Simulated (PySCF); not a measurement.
C₄H₁₀AlO, charge +1, singlet, geometry from GFN2-xTB (such geometries of metal compounds can be far from the true shape). Base run: CCSD/STO-3G in PySCF.

Input for PySCF:
```python
from pyscf import gto, scf, cc

mol = gto.M(
    atom='''
Al   -0.10419977    0.57140530    1.33762439
C     0.04078877    1.18229227    3.19981155
H    -0.30812157    0.38742778    3.87011631
H    -0.57948601    2.07712581    3.33464422
H     1.08729508    1.42193573    3.42335730
O    -0.27442005    0.10268506   -0.18883442
C    -0.29740402   -0.40019465   -1.55155279
C    -0.34774280   -1.91414823   -1.49477208
C     0.92943384    0.12622446   -2.26953104
H    -1.21049240   -0.00054383   -2.00403294
H     0.55605354   -2.30441084   -1.02986935
H    -0.42551766   -2.31544039   -2.50181994
H    -1.21303812   -2.24442293   -0.92311787
H     0.94998055    1.21394957   -2.23989584
H     1.83408505   -0.25974759   -1.80261832
H     0.90874425   -0.19066576   -3.30893904
''',
    basis='sto-3g',
    charge=1,
    verbose=4,
)

mf = scf.RHF(mol)
mf.kernel()

mycc = cc.CCSD(mf)
mycc.kernel()
print('E(CCSD) = %.10f' % mycc.e_tot)
mf.analyze()
```

The base run was repeated with changes; each row names its change, and settings that it needs were set with it.

```tsv
change	ΔE vs base (mEh)	MP2 correlation (Eh)	CC correlation without the perturbative part (Eh)	basis functions
base	0.000	-0.28948	-0.36625	44
cc.conv_tol = 1e-5	0.000	-0.28948	-0.36625	44
cc.conv_tol = 1e-9	0.000	-0.28948	-0.36625	44
cc.diis_space = 10	0.000	-0.28948	-0.36625	44
cc.level_shift = 0.2	0.000	-0.28948	-0.36625	44
density fitting = JK and correlation	-0.766	-0.28941	-0.36620	44
frozen = 10	8.611	-0.28009	-0.35764	44
method = cisd	50.226	-	-	44
frozen = 11	27.149	-0.26350	-0.33910	44
cc.iterative_damping = 0.8	0.000	-0.28948	-0.36625	44
```
